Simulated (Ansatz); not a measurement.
Ansatz (a first-principles code) input (CCSD(T)/def2-SVPD):

Ansatz 0.2 input:
```yaml
crystal:
  periodic: [false, false, false]
  atoms:
    - {symbol: Zn, position_ang: [-0.00008980, 0.00825935, 0.00149559]}
    - {symbol: O, position_ang: [1.15322027, 0.17235594, -1.33933898]}
    - {symbol: H, position_ang: [1.89052631, 0.76562089, -1.16732344]}
    - {symbol: O, position_ang: [-1.15147916, -0.33250027, 1.31034033]}
    - {symbol: H, position_ang: [-1.90176129, 0.26775330, 1.35444500]}
basis:
  gaussian:
    orbitals: def2-SVPD
magnetization: {spin_polarized: false}
correlation: {method: ccsd_t, electrons: outside_noble_gas}
output: {forces: true}
```

End of the output:

```
integrals: 0.11 GiB planned
915 factors; integrals over basis functions are off by at most 1.1e-3 eV
mean field: 0.34 GiB planned
mean field evaluation 1: about -52468.5891 eV, gradient 5.2e1 eV
mean field evaluation 2: about -52468.8825 eV, gradient 5.3e1 eV
mean field evaluation 4: about -52473.8276 eV, gradient 2.8e0 eV
mean field evaluation 8: about -52473.8614 eV, gradient 4.0e-1 eV
mean field evaluation 16: about -52468.5896 eV, gradient 5.2e1 eV
mean field -52473.86188907 eV, -1928.3788563624 hartree, gradient 2.5e-6 eV, S^2 0.000000; 0 other end points of the search recorded, 0 dependent functions left out
11 core orbitals not correlated
reference -52473.86188907 eV, -1928.3788563624 hartree; 13, 13 occupied and 72, 72 virtual orbitals, 915 factors
densities: 0.46 GiB planned
second order -19.77779864 eV of doubles, -0.00000000 eV of singles
coupled cluster: 0.34 GiB planned
cycle   1  -18.58872043 eV  change     1.2e0 eV  update   1.4e-1
cycle   2  -19.16387520 eV  change   -5.8e-1 eV  update   4.5e-2
cycle   3  -19.28056638 eV  change   -1.2e-1 eV  update   2.2e-2
cycle   4  -19.26762639 eV  change    1.3e-2 eV  update   6.2e-3
cycle   5  -19.26017812 eV  change    7.4e-3 eV  update   2.7e-3
cycle   6  -19.26178966 eV  change   -1.6e-3 eV  update   8.9e-4
cycle   7  -19.26180195 eV  change   -1.2e-5 eV  update   3.1e-4
cycle   8  -19.26158051 eV  change    2.2e-4 eV  update   1.1e-4
cycle   9  -19.26158697 eV  change   -6.5e-6 eV  update   4.3e-5
cycle  10  -19.26162083 eV  change   -3.4e-5 eV  update   1.8e-5
cycle  11  -19.26159780 eV  change    2.3e-5 eV  update   7.8e-6
perturbative correction -0.56561141 eV, -0.0207858358 hartree
the calculation of the forces begins
Total energy: -52493.68909828 eV, -1929.1074928613 hartree
Atom 0 at    -0.000090     0.008259     0.001496 Å, force     0.000956    -0.087941    -0.015924 eV/Å
Atom 1 at     1.153220     0.172356    -1.339339 Å, force     0.176074     0.022486    -0.248909 eV/Å
Atom 2 at     1.890526     0.765621    -1.167323 Å, force     0.204009     0.089895    -0.098075 eV/Å
Atom 3 at    -1.151479    -0.332500     1.310340 Å, force    -0.175558    -0.069925     0.240319 eV/Å
Atom 4 at    -1.901761     0.267753     1.354445 Å, force    -0.205481     0.045485     0.122589 eV/Å
Dipole moment:    -0.004249     0.390857     0.070776 e Å
```
